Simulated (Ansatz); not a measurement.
Gas-phase electronic energies from Ansatz, PBE0-D4/def2-TZVP geometries. CBS: MP2 limit from def2 TZ/QZ plus the TZ coupled-cluster correction, frozen cores. For Ge outer-core shells are correlated without core-valence functions, which leaves a few kJ/mol of doubt a bond. Scalar relativity is left out up to krypton. Each species was taken in one conformer, which may not be the lowest.

Consider the redistribution: `BSC` + `C[N]([GeH3])[SiH2]O` → `B[N](C)[GeH3]` + `CS[SiH2]O`.

```csv
species,HF/def2-TZVPP energy (Eh)
`BSC`,-463.04109
`C[N]([GeH3])[SiH2]O`,-2536.87764
`B[N](C)[GeH3]`,-2197.09629
`CS[SiH2]O`,-802.83858
```

(1) Work out ΔE.

Largest T1 diagnostic among the species: 0.014.

Answers

(1) ΔE = (-2197.09629) + (-802.83858) − (-463.04109) − (-2536.87764) = -0.01614 Eh = -42.4 kJ/mol. CCSD(T)/CBS gives -41.4 kJ/mol.
